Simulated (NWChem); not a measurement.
The numbers come from NWChem runs, not from measurements. System: BCl (+1), charge 1, spin multiplicity 2, at a geometry optimised with UPBE0/def2-SVP. The structure started from a generated list of species. Its SCF solution wasn't tested for a lower state. Level: UB3LYP/def2-TZVP, VWN1-RPA local correlation.

Job file:

```
start mol
memory heap 200 mb stack 900 mb global 1100 mb
charge 1
geometry units angstroms nocenter noautoz
  B      0.000000     0.000000     1.239198
  Cl     0.000000     0.000000    -0.364470
  symmetry group C2v
end
basis spherical
  * library def2-tzvp
end
dft
  xc b3lyp
  odft
  mult 2
  semidirect memsize 60000000 filesize 0
  iterations 100
end
task dft energy
```

Part of the output:

```
             Northwest Computational Chemistry Package (NWChem) 7.3.0
             --------------------------------------------------------

                                NWChem Input Module
                                -------------------

 Scaling coordinates for geometry "geometry" by  1.889725989
 (inverse scale =  0.529177249)

 Turning off AUTOSYM since
 SYMMETRY directive was detected!

                             Geometry "geometry" -> ""
                             -------------------------

 Output coordinates in angstroms (scale by  1.889725989 to convert to a.u.)

  No.       Tag          Charge          X              Y              Z
 ---- ---------------- ---------- -------------- -------------- --------------
    1 B                    5.0000     0.00000000     0.00000000     1.23919800
    2 Cl                  17.0000     0.00000000     0.00000000    -0.36447000

 Effective nuclear repulsion energy (a.u.)      28.0482407612

            Nuclear Dipole moment (a.u.)
            ----------------------------
        X                 Y               Z
 ---------------- ---------------- ----------------
     0.0000000000     0.0000000000    -0.0000000000

      Symmetry information
      --------------------

 Group name             C2v
 Group number             16
 Group order               4
 No. of unique centers     2

      Symmetry unique atoms

     1    2


 Summary of "ao basis" -> "" (spherical)
 ------------------------------------------------------------------------------
       Tag                 Description            Shells   Functions and Types
 ---------------- ------------------------------  ------  ---------------------
 *                         def2-tzvp                  on all atoms

                                 NWChem DFT Module
                                 -----------------

 Summary of "ao basis" -> "ao basis" (spherical)
 ------------------------------------------------------------------------------
       Tag                 Description            Shells   Functions and Types
 ---------------- ------------------------------  ------  ---------------------
 B                         def2-tzvp                11       31   5s3p2d1f
 Cl                        def2-tzvp                13       37   5s5p2d1f

 Summary of "ao basis" -> "ao basis" (spherical)
 ------------------------------------------------------------------------------
       Tag                 Description            Shells   Functions and Types
 ---------------- ------------------------------  ------  ---------------------
 B                         def2-tzvp                11       31   5s3p2d1f
 Cl                        def2-tzvp                13       37   5s5p2d1f

      Symmetry analysis of basis
      --------------------------

        a1         30
        a2          6
        b1         16
        b2         16

            General Information
            -------------------
          SCF calculation type: DFT
          Wavefunction type:  spin polarized.
          No. of atoms     :     2
          No. of electrons :    21
           Alpha electrons :    11
            Beta electrons :    10
          Charge           :     1
          Spin multiplicity:     2
          Use of symmetry is: on ; symmetry adaption is: on
          Maximum number of iterations: 100
          AO basis - number of functions:    68
                     number of shells:    24
          Convergence on energy requested:  1.00D-06
          Convergence on density requested:  1.00D-05
          Convergence on gradient requested:  5.00D-04

              XC Information
              --------------
                         B3LYP Method XC Potential
                     Hartree-Fock (Exact) Exchange  0.200
                        Slater Exchange Functional  0.800 local
                    Becke 1988 Exchange Functional  0.720 non-local
              Lee-Yang-Parr Correlation Functional  0.810
                  VWN I RPA Correlation Functional  0.190 local

             Grid Information
             ----------------
          Grid used for XC integration:  medium
          Radial quadrature: Mura-Knowles
          Angular quadrature: Lebedev.
          Tag              B.-S. Rad. Rad. Pts. Rad. Cut. Ang. Pts.
          ---              ---------- --------- --------- ---------
          B                   0.85       49           7.0       434
          Cl                  1.00       88           8.0       590
          Grid pruning is: on
          Number of quadrature shells:   137
          Spatial weights used:  Erf1

          Convergence Information
          -----------------------
          Convergence aids based upon iterative change in
          total energy or number of iterations.
          Levelshifting, if invoked, occurs when the
          HOMO/LUMO gap drops below (HL_TOL):  1.00D-02
          DIIS, if invoked, will attempt to extrapolate
          using up to (NFOCK): 10 stored Fock matrices.

                    Damping( 0%)  Levelshifting(0.5)       DIIS
                  --------------- ------------------- ---------------
          dE  on:    start            ASAP                start
          dE off:    2 iters        100 iters           100 iters

      Screening Tolerance Information
      -------------------------------
          Density screening/tol_rho:  1.00D-10
          AO Gaussian exp screening on grid/accAOfunc:  14
          CD Gaussian exp screening on grid/accCDfunc:  20
          XC Gaussian exp screening on grid/accXCfunc:  20
          Schwarz screening/accCoul:  1.00D-08
[...]
 Vector   10  Occ=1.000000D+00  E=-6.828304D-01  Symmetry=b1
              MO Center=  4.3D-16, -4.5D-32, -7.6D-02, r^2= 1.3D+00
   Bfn.  Coefficient  Atom+Function         Bfn.  Coefficient  Atom+Function
  ----- ------------  ---------------      ----- ------------  ---------------
    46      0.522343  2 Cl px                43      0.247907  2 Cl px
    49      0.229410  2 Cl px                37     -0.200544  2 Cl px
     6      0.185993  1 B  px                 9      0.138783  1 B  px
    40     -0.091962  2 Cl px                23      0.030803  1 B  d  1
    60     -0.030271  2 Cl d  1              55     -0.026089  2 Cl d  1

 Vector   11  Occ=1.000000D+00  E=-6.312179D-01  Symmetry=a1
              MO Center= -3.7D-16, -3.1D-16,  1.5D+00, r^2= 1.4D+00
   Bfn.  Coefficient  Atom+Function         Bfn.  Coefficient  Atom+Function
  ----- ------------  ---------------      ----- ------------  ---------------
     4      0.445384  1 B  s                  8      0.377171  1 B  pz
     3      0.364859  1 B  s                 11      0.235035  1 B  pz
    48     -0.229821  2 Cl pz                 2     -0.167327  1 B  s
    45     -0.116814  2 Cl pz                51     -0.096928  2 Cl pz
    39      0.089909  2 Cl pz                 1     -0.082335  1 B  s

 Vector   12  Occ=0.000000D+00  E=-3.791001D-01  Symmetry=b2
              MO Center= -5.9D-32,  3.9D-16,  9.0D-01, r^2= 1.9D+00
   Bfn.  Coefficient  Atom+Function         Bfn.  Coefficient  Atom+Function
  ----- ------------  ---------------      ----- ------------  ---------------
    10      0.492921  1 B  py                 7      0.481384  1 B  py
    50     -0.276537  2 Cl py                47     -0.274899  2 Cl py
    13      0.164079  1 B  py                44     -0.134475  2 Cl py
    38      0.100325  2 Cl py                58      0.073386  2 Cl d -1
    53      0.066094  2 Cl d -1              41      0.046265  2 Cl py

 Vector   13  Occ=0.000000D+00  E=-3.791001D-01  Symmetry=b1
              MO Center=  6.9D-17, -1.6D-32,  9.0D-01, r^2= 1.9D+00
   Bfn.  Coefficient  Atom+Function         Bfn.  Coefficient  Atom+Function
  ----- ------------  ---------------      ----- ------------  ---------------
     9      0.492921  1 B  px                 6      0.481384  1 B  px
    49     -0.276537  2 Cl px                46     -0.274899  2 Cl px
    12      0.164079  1 B  px                43     -0.134475  2 Cl px
    37      0.100325  2 Cl px                60     -0.073386  2 Cl d  1
    55     -0.066094  2 Cl d  1              40      0.046265  2 Cl px

 Vector   14  Occ=0.000000D+00  E=-1.567995D-01  Symmetry=a1
              MO Center=  2.4D-15,  4.4D-15, -1.9D-02, r^2= 3.5D+00
   Bfn.  Coefficient  Atom+Function         Bfn.  Coefficient  Atom+Function
  ----- ------------  ---------------      ----- ------------  ---------------
    36      1.395123  2 Cl s                  4     -1.167726  1 B  s
    51      1.001918  2 Cl pz                11      0.844804  1 B  pz
    14      0.509392  1 B  pz                48      0.341210  2 Cl pz
     8      0.334942  1 B  pz                 5     -0.332086  1 B  s
    35      0.247538  2 Cl s                 34     -0.210569  2 Cl s

                     DFT Final Beta Molecular Orbital Analysis
                     -----------------------------------------

 Vector    8  Occ=1.000000D+00  E=-8.022951D-01  Symmetry=a1
              MO Center= -1.3D-16,  2.7D-16, -2.1D-01, r^2= 1.2D+00
   Bfn.  Coefficient  Atom+Function         Bfn.  Coefficient  Atom+Function
  ----- ------------  ---------------      ----- ------------  ---------------
    48      0.415413  2 Cl pz                35     -0.289715  2 Cl s
    36     -0.287558  2 Cl s                  3      0.267281  1 B  s
    45      0.219759  2 Cl pz                 4      0.203175  1 B  s
    34      0.194393  2 Cl s                 39     -0.176926  2 Cl pz
     8     -0.165358  1 B  pz                 2     -0.133431  1 B  s

 Vector    9  Occ=1.000000D+00  E=-6.814488D-01  Symmetry=b2
              MO Center=  1.2D-31, -4.1D-16, -1.3D-01, r^2= 1.2D+00
   Bfn.  Coefficient  Atom+Function         Bfn.  Coefficient  Atom+Function
  ----- ------------  ---------------      ----- ------------  ---------------
    47      0.534067  2 Cl py                44      0.253693  2 Cl py
    50      0.236167  2 Cl py                38     -0.204812  2 Cl py
     7      0.158591  1 B  py                10      0.115825  1 B  py
    41     -0.093969  2 Cl py                21     -0.035504  1 B  d -1
    58      0.027546  2 Cl d -1              16     -0.026319  1 B  d -1

 Vector   10  Occ=1.000000D+00  E=-6.814488D-01  Symmetry=b1
              MO Center=  1.8D-16, -2.3D-32, -1.3D-01, r^2= 1.2D+00
   Bfn.  Coefficient  Atom+Function         Bfn.  Coefficient  Atom+Function
  ----- ------------  ---------------      ----- ------------  ---------------
    46      0.534067  2 Cl px                43      0.253693  2 Cl px
    49      0.236167  2 Cl px                37     -0.204812  2 Cl px
     6      0.158591  1 B  px                 9      0.115825  1 B  px
    40     -0.093969  2 Cl px                23      0.035504  1 B  d  1
    60     -0.027546  2 Cl d  1              18      0.026319  1 B  d  1

 Vector   11  Occ=0.000000D+00  E=-4.476947D-01  Symmetry=a1
              MO Center=  3.5D-15,  2.4D-15,  1.5D+00, r^2= 1.6D+00
   Bfn.  Coefficient  Atom+Function         Bfn.  Coefficient  Atom+Function
  ----- ------------  ---------------      ----- ------------  ---------------
     4      0.544950  1 B  s                  3      0.304204  1 B  s
     8      0.275350  1 B  pz                48     -0.218706  2 Cl pz
     5      0.207445  1 B  s                  2     -0.168433  1 B  s
    11      0.149752  1 B  pz                51     -0.145424  2 Cl pz
    35     -0.117633  2 Cl s                 45     -0.114501  2 Cl pz

 Vector   12  Occ=0.000000D+00  E=-3.426186D-01  Symmetry=b2
              MO Center=  1.6D-30, -2.9D-15,  8.7D-01, r^2= 2.0D+00
   Bfn.  Coefficient  Atom+Function         Bfn.  Coefficient  Atom+Function
  ----- ------------  ---------------      ----- ------------  ---------------
    10      0.487395  1 B  py                 7      0.466197  1 B  py
    50     -0.295308  2 Cl py                47     -0.258306  2 Cl py
    13      0.215042  1 B  py                44     -0.125958  2 Cl py
    38      0.093033  2 Cl py                58      0.087952  2 Cl d -1
    53      0.078975  2 Cl d -1              21     -0.048169  1 B  d -1

 Vector   13  Occ=0.000000D+00  E=-3.426186D-01  Symmetry=b1
              MO Center= -4.1D-15,  1.5D-30,  8.7D-01, r^2= 2.0D+00
   Bfn.  Coefficient  Atom+Function         Bfn.  Coefficient  Atom+Function
  ----- ------------  ---------------      ----- ------------  ---------------
     9      0.487395  1 B  px                 6      0.466197  1 B  px
    49     -0.295308  2 Cl px                46     -0.258306  2 Cl px
    12      0.215042  1 B  px                43     -0.125958  2 Cl px
    37      0.093033  2 Cl px                60     -0.087952  2 Cl d  1
    55     -0.078975  2 Cl d  1              23      0.048169  1 B  d  1

   alpha - beta orbital overlaps
   -----------------------------

   alpha      1      2      3      4      5      6      7      8      9     10
    beta      1      2      3      5      4      6      7      8      9     10
 overlap   1.000  1.000  1.000  1.000  1.000  1.000  1.000  0.993  0.999  0.999

   alpha     11     12     13     14     15     16     17     18     19     20
    beta     11     12     13     15     14     16     17     18     19     20
 overlap   0.980  0.996  0.996  0.947  0.963  1.000  1.000  0.981  0.999  0.999

   alpha     21     22     23     24     25     26     27     28     29     30
    beta     21     22     23     24     25     27     26     28     29     30
 overlap   0.988  0.989  0.989  0.990  0.990  0.999  0.999  0.995  0.998  0.998

   alpha     31     32     33     34     35     36     37     38     39     40
    beta     32     31     33     34     35     36     37     38     39     40
 overlap   0.865  0.871  0.999  0.999  0.988  0.990  0.994  0.994  0.994  0.994

   alpha     41     42     43     44     45     46     47     48     49     50
    beta     41     42     43     44     46     47     45     48     49     50
 overlap   1.000  1.000  0.974  0.974  0.973  0.973  0.996  0.978  0.978  0.994

   alpha     51     52     53     54     55     56     57     58     59     60
    beta     53     54     51     52     55     56     58     57     59     60
 overlap   0.977  0.977  1.000  1.000  0.996  0.996  0.999  0.999  0.999  0.999

   alpha     61     62     63     64     65     66     67     68
    beta     61     62     63     64     65     66     67     68
 overlap   1.000  1.000  1.000  1.000  1.000  1.000  1.000  1.000

     --------------------------
     Expectation value of S2:
     --------------------------
      <S2> =      0.7551 (Exact =     0.7500)

 center of mass
 --------------
 x =   0.00000000 y =   0.00000000 z =   0.03689257

 moments of inertia (a.u.)
 ------------------
          76.898250923953           0.000000000000           0.000000000000
           0.000000000000          76.898250923953           0.000000000000
           0.000000000000           0.000000000000           0.000000000000

     Multipole analysis of the density
     ---------------------------------

     L   x y z        total         alpha         beta         nuclear
     -   - - -        -----         -----         ----         -------
     0   0 0 0      1.000000    -11.000000    -10.000000     22.000000

     1   1 0 0     -0.000000     -0.000000     -0.000000      0.000000
     1   0 1 0     -0.000000     -0.000000     -0.000000      0.000000
     1   0 0 1      1.112687     -1.042347      2.155033     -0.000000

     2   2 0 0    -10.999819     -6.039279     -4.960540      0.000000
     2   1 1 0     -0.000000     -0.000000     -0.000000      0.000000
     2   1 0 1     -0.000000     -0.000000      0.000000      0.000000
     2   0 2 0    -10.999819     -6.039279     -4.960540      0.000000
     2   0 1 1     -0.000000     -0.000000      0.000000      0.000000
     2   0 0 2     -6.160877    -26.482422    -15.161660     35.483205

 Task  times  cpu:        1.6s     wall:        1.6s

 Total times  cpu:        1.6s     wall:        1.6s
```
